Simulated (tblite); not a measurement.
Start geometry of `Cc1cccc(SC)p1` from a force field or distance geometry (Å):
```
atom  x, y, z in Å
C1     3.4659    0.7730   -0.1082
S2     2.8288   -0.9249   -0.1509
C3     1.0754   -0.8492   -0.0696
C4     0.2388   -1.9109   -0.0868
C5    -1.1289   -1.9064   -0.0197
C6    -1.9294   -0.7978    0.0368
C7    -1.4854    0.5078    0.0629
C8    -2.3835    1.6864    0.1437
P9     0.2590    0.7040    0.0102
H10    2.5743    1.4430   -0.1451
H11    4.1609    0.9782   -0.9403
H12    3.9578    0.9866    0.8628
H13    0.7103   -2.9107   -0.1190
H14   -1.6480   -2.8754   -0.0428
H15   -3.0175   -0.9236    0.0772
H16   -2.3658    2.2091   -0.8387
H17   -1.9088    2.4076    0.8543
H18   -3.4126    1.4094    0.4616
```

Task: What comes out of this run: GFN2-xTB geometry optimisation, gas phase (tblite)?

Result: 
```
atom  x, y, z in Å
C1     3.367    0.748   -0.074
S2     2.750   -0.950   -0.208
C3     1.000   -0.729   -0.113
C4     0.251   -1.896   -0.183
C5    -1.127   -1.922   -0.126
C6    -1.899   -0.776    0.009
C7    -1.377    0.499    0.101
C8    -2.312    1.666    0.248
P9     0.326    0.877    0.058
H10    2.984    1.341   -0.901
H11    4.450    0.686   -0.123
H12    3.055    1.174    0.877
H13    0.792   -2.828   -0.288
H14   -1.627   -2.878   -0.190
H15   -2.976   -0.884    0.045
H16   -2.997    1.716   -0.599
H17   -1.759    2.602    0.303
H18   -2.910    1.562    1.153
```

The energy falls by 0.655 eV over 124 L-BFGS steps, the largest force on an atom goes from 2.98 to 0.008 eV/Å, and the atoms move by 0.497 Å rms after alignment. The bond that changes most is C3–C4 (substituted aromatic carbon to aromatic CH carbon), which lengthens by 0.036 Å. Bonds longer at the end by more than 0.005 Å: 5 of 18; shorter: 11. Among the angles that change most is C3–P9–C7, from 111.4° to 100.3°. Among the dihedrals that turn most is H10–C1–S2–C3, from -6° to -61°. Rotational constants go from 2373, 809.9, 608.6 to 2290, 855.5, 627.8 MHz. The orientation of the end geometry is arbitrary; only internal coordinates are fixed.

Its GFN2-xTB frequencies are all real (lowest 57 cm⁻¹). One conformer, not necessarily the lowest. 3 starts were optimised and ended at 0.00, 0.08 and 2.54 kcal/mol (GFN2-xTB); the lowest of these is shown.

These are computed values.
